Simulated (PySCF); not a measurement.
C6H13PSi.
Numbering: `[CH3:1][C:2]#[C:3][P:4]([CH3:5])[SiH:6]([CH3:7])[CH3:8]` (hydrogens: H9, H10, H11 on C1; H12, H13, H14 on C5; H15 on Si6; H16, H17, H18 on C7; H19, H20, H21 on C8)

The same species was optimised twice, with GFN2-xTB and with PBE0-D3(BJ)/def2-SVP (PySCF), and the same property calculations (PySCF, gas phase) were run on both structures.

```
      coordinate  GFN2-xTB  PBE0-D3(BJ)/def2-SVP  change
      Si6–C7 (Å)     1.901                 1.877  -0.024
      Si6–C8 (Å)     1.906                 1.883  -0.023
      P4–Si6 (Å)     2.259                 2.274  +0.015
       C2≡C3 (Å)     1.205                 1.220  +0.015
       C3–P4 (Å)     1.757                 1.768  +0.011
       C1–C2 (Å)     1.447                 1.452  +0.005
       P4–C5 (Å)     1.860                 1.863  +0.003
    C3–P4–C5 (°)      98.2                 101.4    +3.2
    C1–C2–C3 (°)     176.9                 179.7    +2.8
    C2–C3–P4 (°)     172.9                 175.0    +2.1
   C7–Si6–C8 (°)     110.2                 111.9    +1.7
   P4–Si6–C8 (°)     107.0                 108.1    +1.1
   P4–Si6–C7 (°)     106.8                 107.8    +1.0
   C3–P4–Si6 (°)      97.2                  96.3    -0.9
   C5–P4–Si6 (°)      99.1                  99.8    +0.7
C3–P4–Si6–C7 (°)        68                    63      -5
```

Rotational constants: A = 1988, B = 816.8, C = 635.8 MHz (GFN2-xTB) against A = 1922, B = 830.4, C = 634.2 MHz (PBE0-D3(BJ)/def2-SVP). Point groups within 0.08 Å: C1 and C1.

On the GFN2-xTB structure: HOMO (eV) -6.23 [PBE0/pcSseg-1]; LUMO (eV) 0.20 [PBE0/pcSseg-1]; dipole (D) 1.21 [PBE0/pcSseg-1]; GIAO shielding of C1 (ppm) 180.5 [PBE0/pcSseg-1]; GIAO shielding of C2 (ppm) 78.1 [PBE0/pcSseg-1]; GIAO shielding of C3 (ppm) 104.8 [PBE0/pcSseg-1]; GIAO shielding of P4 (ppm) 484.7 [PBE0/pcSseg-1]; GIAO shielding of C5 (ppm) 176.5 [PBE0/pcSseg-1]; GIAO shielding of Si6 (ppm) 356.6 [PBE0/pcSseg-1]; GIAO shielding of C7/C8 (mean) (ppm) 190.4 [PBE0/pcSseg-1].

Q: What do these properties become on the PBE0-D3(BJ)/def2-SVP structure?

A: 
```json
{"property": "HOMO (eV)", "level": "PBE0/pcSseg-1", "on GFN2-xTB": "-6.23", "on PBE0-D3(BJ)/def2-SVP": "-6.13", "change": "+0.10"}
{"property": "LUMO (eV)", "level": "PBE0/pcSseg-1", "on GFN2-xTB": "0.20", "on PBE0-D3(BJ)/def2-SVP": "0.17", "change": "-0.03"}
{"property": "dipole (D)", "level": "PBE0/pcSseg-1", "on GFN2-xTB": "1.21", "on PBE0-D3(BJ)/def2-SVP": "1.22", "change": "+0.01"}
{"property": "energy, GFN2-xTB geometry as zero (kcal/mol)", "level": "PBE0/pcSseg-1", "on GFN2-xTB": "0.0", "on PBE0-D3(BJ)/def2-SVP": "-1.4", "change": "-1.4"}
{"property": "GIAO shielding of C1 (ppm)", "level": "PBE0/pcSseg-1", "on GFN2-xTB": "180.5", "on PBE0-D3(BJ)/def2-SVP": "178.2", "change": "-2.3"}
{"property": "GIAO shielding of C2 (ppm)", "level": "PBE0/pcSseg-1", "on GFN2-xTB": "78.1", "on PBE0-D3(BJ)/def2-SVP": "76.8", "change": "-1.3"}
{"property": "GIAO shielding of C3 (ppm)", "level": "PBE0/pcSseg-1", "on GFN2-xTB": "104.8", "on PBE0-D3(BJ)/def2-SVP": "102.7", "change": "-2.1"}
{"property": "GIAO shielding of P4 (ppm)", "level": "PBE0/pcSseg-1", "on GFN2-xTB": "484.7", "on PBE0-D3(BJ)/def2-SVP": "472.2", "change": "-12.5"}
{"property": "GIAO shielding of C5 (ppm)", "level": "PBE0/pcSseg-1", "on GFN2-xTB": "176.5", "on PBE0-D3(BJ)/def2-SVP": "174.6", "change": "-1.9"}
{"property": "GIAO shielding of Si6 (ppm)", "level": "PBE0/pcSseg-1", "on GFN2-xTB": "356.6", "on PBE0-D3(BJ)/def2-SVP": "351.9", "change": "-4.7"}
{"property": "GIAO shielding of C7/C8 (mean) (ppm)", "level": "PBE0/pcSseg-1", "on GFN2-xTB": "190.4", "on PBE0-D3(BJ)/def2-SVP": "188.5", "change": "-1.9"}
```

The heavy atoms differ by 0.077 Å rms after alignment. Among bonds between heavy atoms Si6–C7 and Si6–C8 change most and about equally (-0.024 to -0.023 Å). Changes are differences of the printed values. Neither structure is proved a minimum here.

The values belong to the conformer `[CH3:1][C:2]#[C:3][P:4]([CH3:5])[SiH:6]([CH3:7])[CH3:8]`: C3–P4–Si6–C7 63°.
